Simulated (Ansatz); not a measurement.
(H3Ge)2O (Ge2OH6), relaxed as a singlet with RKS r2SCAN-D4/def2-SVP in Ansatz, starting from the GFN2-xTB geometry. Force threshold 0.02 eV/Å.

Start:

```xyz
9

Ge   -1.157   -0.905    0.806
H    -0.913   -0.275    2.148
H    -2.571   -0.737    0.347
H    -0.708   -2.337    0.784
O    -0.230   -0.076   -0.409
Ge    1.146    0.901   -0.828
H     0.882    2.295   -0.338
H     2.376    0.325   -0.189
H     1.176    0.809   -2.321
```

```tsv
step	energy (eV)	largest force component (eV/Å)	SCF passes
1	-115164.3413	0.720	24
2	-115164.4652	0.292	24
3	-115164.4778	0.219	25
4	-115164.5171	0.133	31
5	-115164.5246	0.078	24
6	-115164.5261	0.104	27
7	-115164.5264	0.059	25
8	-115164.5304	0.006	24
9	-115164.5322	0.055	24
10	-115164.5330	0.074	24
11	-115164.5341	0.055	24
12	-115164.5353	0.037	24
13	-115164.5360	0.045	24
14	-115164.5362	0.046	24
15	-115164.5366	0.026	22
16	-115164.5367	0.005	26
```

Force components are those of the run's own axes.

End:

```xyz
9

Ge   -1.164   -0.791    0.763
H    -1.244    0.222    1.921
H    -2.560   -1.263    0.343
H    -0.271   -1.980    1.165
O    -0.477    0.004   -0.674
Ge    1.111    0.792   -0.838
H     1.188    1.993    0.124
H     2.222   -0.222   -0.504
H     1.194    1.245   -2.299
```

By distances, no bond broke or formed. The bond that changes most is Ge1–O5, from 1.74 to 1.78 Å (atoms count from 1).

The force fell under the threshold at step 8, but the optimiser went on and released 0.006 eV more. No frequencies were taken in this run, so the end may be a saddle point.

Run time 28 s (4 threads of Arm Neoverse V2 on a shared host).
